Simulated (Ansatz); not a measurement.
The cluster Al₂F₂. Charge 0, multiplicity 3. Geometry r2SCAN-D4/def2-TZVP; atoms count from 1.

Cartesian coordinates in Å:
```
Al -0.627 -0.966 -0.420
Al 0.627 0.966 0.420
F -1.370 -1.471 -1.808
F 1.370 1.471 1.808
```

At PBE0-D4/def2-TZVP a singlet of charge 0 lies 1.18 eV below the triplet, each at its own geometry. The structure comes from a short search, and lower isomers may exist.

**Question.** Estimate the Mulliken populations from the PBE0/def2-TZVP orbitals of Ansatz.

**Answer.** 
| atom | charge (e) | spin (α − β) |
| --- | --- | --- |
| Al1 | 0.32 | 0.98 |
| Al2 | 0.32 | 0.98 |
| F3 | -0.32 | 0.02 |
| F4 | -0.32 | 0.02 |
Mulliken values and Mayer orders depend strongly on the basis.

**Question.** Where does the spin sit?

**Answer.** Summed by element: Al 1.95, F 0.05, of 2 unpaired in all. Largest on single atoms: Al2 0.98, Al1 0.98, F4 0.02.

**Question.** And the Mayer bond orders between bonded heavy atoms (over 0.3)?

**Answer.** Al1–Al2 1.42 (2.45 Å); Al1–F3 1.09 (1.65 Å); Al2–F4 1.09 (1.65 Å).
